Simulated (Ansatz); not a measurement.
Input (CCSDT(Q)/aug-cc-pVDZ; Ansatz, a quantum-chemistry and plane-wave program):

Ansatz 0.2 input:
```yaml
crystal:
  periodic: [false, false, false]
  atoms:
    - {symbol: B, position_ang: [-0.81529244, 0.05062749, 0.12459122]}
    - {symbol: N, position_ang: [0.70866285, -0.07591415, -0.00727392]}
    - {symbol: H, position_ang: [-1.43644041, -0.13852978, -0.96916970]}
    - {symbol: H, position_ang: [-1.31670471, 0.94637580, -0.62650059]}
    - {symbol: H, position_ang: [-1.41064413, -0.19461223, 1.10905927]}
    - {symbol: H, position_ang: [1.02090447, -1.06805327, 0.19048835]}
    - {symbol: H, position_ang: [1.19861233, 0.54212873, 0.69906683]}
    - {symbol: H, position_ang: [1.06009472, 0.19095240, -0.97498284]}
basis:
  gaussian:
    orbitals: aug-cc-pVDZ
magnetization: {spin_polarized: true, initial_magnetization: 2}
correlation: {method: ccsdt_q, electrons: outside_noble_gas}
```

Output:

```
Functional definition: HF
integrals: 0.29 GiB planned
1633 factors; integrals over basis functions are off by at most 2.2e-7 eV
mean field: 0.30 GiB planned
mean field evaluation 1: about -2240.6396 eV, gradient 2.0e1 eV
mean field evaluation 2: about -2240.6387 eV, gradient 2.0e1 eV
mean field evaluation 4: about -2243.3539 eV, gradient 2.7e0 eV
mean field evaluation 8: about -2243.4982 eV, gradient 1.3e-1 eV
mean field evaluation 16: about -2243.4776 eV, gradient 7.6e-1 eV
mean field evaluation 32: about -2243.4962 eV, gradient 2.5e-1 eV
mean field evaluation 64: about -2242.1498 eV, gradient 7.0e-3 eV
mean field evaluation 96: about -2241.9698 eV, gradient 1.2e0 eV
mean field evaluation 128: about -2240.9395 eV, gradient 1.9e-4 eV
mean field evaluation 160: about -2242.3200 eV, gradient 3.6e-2 eV
mean field -2243.49916333 eV, -82.4470735542 hartree, gradient 7.6e-6 eV, S^2 2.008309; 8 other end points of the search recorded, 0 dependent functions left out
determinant -2243.49916333 eV, -82.4470735542 hartree, with singles and doubles -2252.70636627 eV, -82.7854320214 hartree
determinant -2242.31834989 eV, -82.4036794606 hartree, with singles and doubles -2251.39538388 eV, -82.7372543069 hartree
determinant -2242.14983881 eV, -82.3974867924 hartree, with singles and doubles -2251.15176985 eV, -82.7283016567 hartree
determinant -2241.92763320 eV, -82.3893208871 hartree, with singles and doubles -2250.94070102 eV, -82.7205450199 hartree
determinant -2240.93949026 eV, -82.3530073036 hartree, with singles and doubles -2249.83922603 eV, -82.6800665608 hartree
2 core orbitals not correlated
reference -2243.49916333 eV, -82.4470735542 hartree; 8, 6 occupied and 90, 92 virtual orbitals, 1633 factors
second order -8.27145984 eV of doubles, -0.00000000 eV of singles
coupled cluster: 6.34 GiB planned
cycle   1  -8.86671699 eV  change   -6.0e-1 eV  update   8.8e-2
cycle   2  -9.40168321 eV  change   -5.3e-1 eV  update   3.7e-2
cycle   3  -9.55351140 eV  change   -1.5e-1 eV  update   2.2e-2
cycle   4  -9.50113413 eV  change    5.2e-2 eV  update   8.6e-3
cycle   5  -9.49465023 eV  change    6.5e-3 eV  update   3.7e-3
cycle   6  -9.49821796 eV  change   -3.6e-3 eV  update   1.2e-3
cycle   7  -9.49740314 eV  change    8.1e-4 eV  update   5.0e-4
cycle   8  -9.49715405 eV  change    2.5e-4 eV  update   2.3e-4
cycle   9  -9.49733194 eV  change   -1.8e-4 eV  update   1.2e-4
cycle  10  -9.49720863 eV  change    1.2e-4 eV  update   7.1e-5
cycle  11  -9.49730633 eV  change   -9.8e-5 eV  update   4.2e-5
cycle  12  -9.49732262 eV  change   -1.6e-5 eV  update   1.8e-5
cycle  13  -9.49732589 eV  change   -3.3e-6 eV  update   9.4e-6
cycle  14  -9.49732577 eV  change    1.2e-7 eV  update   3.5e-6
cycle  15  -9.49732414 eV  change    1.6e-6 eV  update   1.6e-6
cycle  16  -9.49732286 eV  change    1.3e-6 eV  update   8.3e-7
perturbative correction -0.01600960 eV, -0.0005883418 hartree
Total energy: -2253.01249579 eV, -82.7966820736 hartree
```

This triplet is an excited state, 5.6 eV above the singlet at CCSD(T)/cc-pVQZ (Ansatz).
